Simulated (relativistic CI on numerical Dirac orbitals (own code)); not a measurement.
# d3 in a ligand field

Computed with a parametric ligand-field model of a d^n configuration (Racah B and C, spin-orbit zeta, crystal field), exact diagonalisation.

Field parameters in Wybourne normalisation: Oh B⁴₀ = 21Dq, B⁴₄ = √(5/14) B⁴₀; Td as Oh with Dq negative (B⁴₀ = 21Dq, B⁴₄ = √(5/14) B⁴₀). The field is a parameter set, without covalency.

Question: Ground term and bands for B = 1040, C = 5040, ζ = 0 cm⁻¹, Oh, 10Dq = 12550 cm⁻¹?

Answer: Ground term 4A2 with 0.00 electrons in the two orbitals of the cubic e set. Spin-allowed: 4T2 12550 cm⁻¹ (797 nm), 4T1 20184 cm⁻¹ (495 nm), 4T1 33066 cm⁻¹ (302 nm). Lowest spin-forbidden: 2E 22250 cm⁻¹ (449 nm), 2T1 23187 cm⁻¹ (431 nm), 2T2 30593 cm⁻¹ (327 nm). With an A2 ground term the first spin-allowed band lies at |10Dq| itself.

Question: A d3 ion in Td symmetry has the ground term 4T1 and bands at 4T2 1798 cm⁻¹, 4A2 3948 cm⁻¹ (2533 nm), 2E 7698 cm⁻¹ (1299 nm), 2T2 9022 cm⁻¹ (1108 nm), 2T1 9093 cm⁻¹ (1100 nm), 4T1 9546 cm⁻¹ (1048 nm). Which parameters reproduce them?

Answer: B = 540, C = 2080, ζ = 0 cm⁻¹, Td, 10Dq = -2150 cm⁻¹.

Question: A d3 ion in Td symmetry has the ground term 4T1 and bands at 4T2 9091 cm⁻¹ (1100 nm), 2E 11518 cm⁻¹ (868 nm), 4A2 19441 cm⁻¹ (514 nm), 2T1 19600 cm⁻¹ (510 nm), 2T2 20187 cm⁻¹ (495 nm), 4T1 21933 cm⁻¹ (456 nm). Which parameters reproduce them?

Answer: B = 940, C = 4890, ζ = 0 cm⁻¹, Td, 10Dq = -10350 cm⁻¹.

Question: A d3 ion in Oh symmetry has the ground term 4A2 and bands at 2E 9866 cm⁻¹ (1014 nm), 2T1 10201 cm⁻¹ (980 nm), 2T2 15595 cm⁻¹ (641 nm), 4T2 20700 cm⁻¹ (483 nm), 4T1 25772 cm⁻¹ (388 nm), 4T1 43228 cm⁻¹ (231 nm). Which parameters reproduce them?

Answer: B = 460, C = 2090, ζ = 0 cm⁻¹, Oh, 10Dq = 20700 cm⁻¹.

Question: Ground term and bands for B = 590, C = 2270, ζ = 0 cm⁻¹, Td, 10Dq = -6500 cm⁻¹?

Answer: Ground term 4T1 with 1.93 electrons in the two orbitals of the cubic e set. Spin-allowed: 4T2 5710 cm⁻¹ (1751 nm), 4A2 12210 cm⁻¹ (819 nm), 4T1 13770 cm⁻¹ (726 nm). Lowest spin-forbidden: 2E 4549 cm⁻¹ (2198 nm), 2T1 9904 cm⁻¹ (1010 nm), 2T2 10140 cm⁻¹ (986 nm).
